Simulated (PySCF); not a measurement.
Isomers C4H4F3NO:

A. `CO[C@@H](C#N)C(F)(F)F`
B. SMILES O=CN1C[C@H]1C(F)(F)F
C. `[H]/N=C\C(=O)CC(F)(F)F`

Spectrum 1. 13C{1H} NMR (computed): δ 163.0 (CH), 132.9 (C), 36.7 (CH), 26.9 (CH2).

Spectrum 2. 13C{1H} NMR (computed): δ 186.5 (C), 165.4 (CH), 133.0 (C, q, J = 346.5 Hz), 51.5 (CH2, q, J = 27.8 Hz).

Spectrum 3. 13C{1H} NMR (computed): δ 130.7 (C, q, J = 351.1 Hz), 116.8 (C), 72.5 (CH, q, J = 34.9 Hz), 60.1 (CH3).

- J couplings at B3LYP/pcJ-1 (spin–dipole term left out of most H,H and C,H couplings)
- coordinates at the GFN2-xTB level
- NMR shieldings at PBE0/pcSseg-1/GIAO
- program: PySCF
- one conformer, non-relativistic Hamiltonian, gas phase, one averaged value for each set of equivalent atoms

References, each an isolated molecule treated in the same way: 13C against TMS. Splittings of carbon signals by F and P are missing where no couplings were computed. One-bond C–F couplings are unscaled and too large by tens of Hz. Shifts are as computed. Against solution values, carbons near 30 ppm lie about +3 ppm off and those near 130 ppm about +5 ppm. Of 1211 compounds with measured shifts, 218 miss one by over three times the rms of a fit or turn the order of signals round; such compounds aren't used in these exercises.

**Question.** Match each spectrum to its structure.

**Answer.** 1–B, 2–C, 3–A.

- Spectrum 1 (B): 4 13C signals; δC 163.0 is an amide carbonyl carbon; δC 132.9 is a CF3 carbon.
- Spectrum 2 (C): 4 13C signals; δC 186.5 is a ketone carbonyl carbon; δC 133.0 is a CF3 carbon.
- Spectrum 3 (A): 4 13C signals; δC 130.7 is a CF3 carbon; δC 116.8 is a nitrile carbon.
